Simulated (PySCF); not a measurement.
**Static response to an electric field**

C6H9NO.
Geometry (GFN2-xTB, Å), atoms numbered from 1 in this order:
```xyz
17
C6H9NO angstrom
C      2.653    1.028    0.876
C      2.025   -0.029    0.476
C      1.376   -1.089    0.097
C     -0.085   -1.315    0.296
O     -0.481   -2.400    0.684
N     -0.928   -0.283    0.051
C     -2.329   -0.436    0.370
C     -0.558    0.991   -0.508
H      2.997    1.126    1.893
H      2.876    1.848    0.213
H      1.905   -1.968   -0.244
H     -2.939   -0.370   -0.535
H     -2.469   -1.413    0.827
H     -2.642    0.344    1.068
H     -0.417    1.744    0.274
H     -1.355    1.327   -1.173
H      0.363    0.906   -1.080
```

Level: B3LYP/def2-SVPD (PySCF), static field, nuclei fixed, core orbitals frozen in the response. The polarisability tensor in these axes (au):

```
x   101.06  14.60   7.01
y    14.60  98.66   1.60
z     7.01   1.60  63.65
```

Q: Give the principal values, the mean and the anisotropy Δα = √{½[(α1 − α2)² + (α2 − α3)² + (α1 − α3)²]}.

A: Principal values 62.34, 85.75 and 115.28 au; mean 87.79 au = 13.01 Å³ = 14.47 × 10⁻⁴⁰ C²·m²/J; Δα = 45.94 au (52 % of the mean).

Q: What is the dipole moment, and where does it point?

A: (0.34, 3.97, -1.03) D, 4.12 D in size, pointing from the negative to the positive side. Measured along this direction, the outermost atoms are O5 at the negative end and H10 at the positive end.

Q: Molar refractivity from α?

A: Lorentz–Lorenz: R = (4π/3)N_A α = 2.5225 cm³/(mol·Å³) × 13.01 Å³ = 32.8 cm³/mol, in the limit of long wavelengths.

Q: Rayleigh depolarisation ratio (linearly polarised light, static tensor)?

A: ρ = 3Δα²/(45ᾱ² + 4Δα²) = 6332.3/(346829 + 8443.1) = 0.0178.

Q: Give the eigenvalues of the traceless quadrupole moment Θ = ½Σq(3rr − r²1), origin at the centre of nuclear charge.

A: -9.20, 1.74, 7.46 D·Å. The values depend on the origin, since the dipole doesn't vanish. The electronic extent ⟨r²⟩ about the same centre is 1060 bohr², a root-mean-square distance of 2.22 Å for the 60 electrons.

Q: Form Σ f/ω² (atomic units) for the 8 lowest TDDFT singlets, given as eV and f, and set it beside the mean polarisability, which is this sum over all singlets: 4.82, 0.0067; 5.28, 0.0523; 5.57, 0.0022; 5.64, 0.0031; 5.92, 0.0094; 6.18, 0.0173; 6.25, 0.0280; 6.41, 0.0029.

A: They add up to 2.85 au, 3.2 % of the 87.79 au; the largest single term is 1.39 au, from the state at 5.28 eV. Terms in order: 0.21, 1.39, 0.05, 0.07, 0.20, 0.33, 0.53, 0.05 au. Higher excitations give the rest. The strengths listed sum to 0.122.

Q: Find the Langevin capture rate constant for H3O+ (19.018 u) meeting this molecule (111.068 u), k = 2.342 × 10⁻⁹ cm³/s × √(α in Å³ / reduced mass in u).

A: The reduced mass is 16.24 u, so k = 2.10 × 10⁻⁹ cm³/s. The formula leaves out the permanent dipole, which adds to the capture rate.

The structure is a single GFN2-xTB conformer in the gas phase; no vibrational or solvent corrections.
